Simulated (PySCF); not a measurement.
C2H4BF2N, SMILES C(/B(F)F)=N\C.

The structure is a stationary point at B3LYP-D3(BJ)/def2-SVP. The structure was generated by enumeration; whether it is a known compound was not checked. Other conformers were not sampled.

Computed with B3LYP-D3(BJ)/def2-SVP (PySCF).

No scaling factor is applied to the harmonic values.

Question: List the normal modes with their intensities. (Estimate from the structure and the level; the computed values follow.)

Answer: 
| mode | ν (cm⁻¹) | IR (km/mol) | Raman (Å⁴/amu) | depolarisation | moving atoms (share of kinetic energy) |
|---|---|---|---|---|---|
| 1 | 78 | 3.7 | 2.8 | 0.75 | H 42 %, C 27 %, F 21 %, N 9 % |
| 2 | 152 | 0.6 | 0.9 | 0.75 | F 51 %, C 28 %, H 11 % |
| 3 | 188 | 0.9 | 0.9 | 0.75 | C 34 %, N 29 %, H 24 %, F 10 % |
| 4 | 221 | 11.9 | 0.7 | 0.75 | H 72 %, N 18 %, C 8 % |
| 5 | 365 | 5.5 | 2.4 | 0.23 | F 39 %, C 28 %, N 20 %, H 13 % |
| 6 | 415 | 3.9 | 0.6 | 0.68 | F 42 %, N 23 %, C 17 %, H 11 % |
| 7 | 579 | 23.0 | 3.4 | 0.17 | F 58 %, C 17 %, B 15 % |
| 8 | 644 | 35.3 | 1.1 | 0.75 | B 74 %, H 13 %, F 8 % |
| 9 | 843 | 5.5 | 1.4 | 0.36 | C 42 %, F 36 %, H 19 % |
| 10 | 945 | 21.0 | 3.7 | 0.75 | H 69 %, C 24 % |
| 11 | 1024 | 16.5 | 1.0 | 0.29 | C 45 %, N 32 %, H 19 % |
| 12 | 1129 | 0.6 | 0.0 | – | H 65 %, C 22 %, N 13 % |
| 13 | 1149 | 11.5 | 2.0 | 0.75 | H 62 %, C 23 %, N 14 % |
| 14 | 1281 | 230.8 | 7.1 | 0.50 | H 43 %, B 38 %, F 14 % |
| 15 | 1396 | 67.6 | 28.3 | 0.45 | H 60 %, C 18 %, B 14 % |
| 16 | 1414 | 124.9 | 22.9 | 0.57 | H 57 %, B 20 %, C 14 % |
| 17 | 1446 | 5.6 | 21.0 | 0.75 | H 97 % |
| 18 | 1453 | 198.6 | 5.7 | 0.55 | B 63 %, F 19 %, H 16 % |
| 19 | 1464 | 123.5 | 14.6 | 0.73 | H 79 %, B 10 % |
| 20 | 1734 | 31.0 | 56.0 | 0.31 | C 53 %, N 42 % |
| 21 | 2955 | 47.5 | 66.0 | 0.43 | H 92 % |
| 22 | 2968 | 57.9 | 190.0 | 0.04 | H 96 % |
| 23 | 3075 | 17.7 | 147.1 | 0.31 | H 91 %, C 9 % |
| 24 | 3092 | 7.6 | 123.3 | 0.75 | H 91 %, C 9 % |
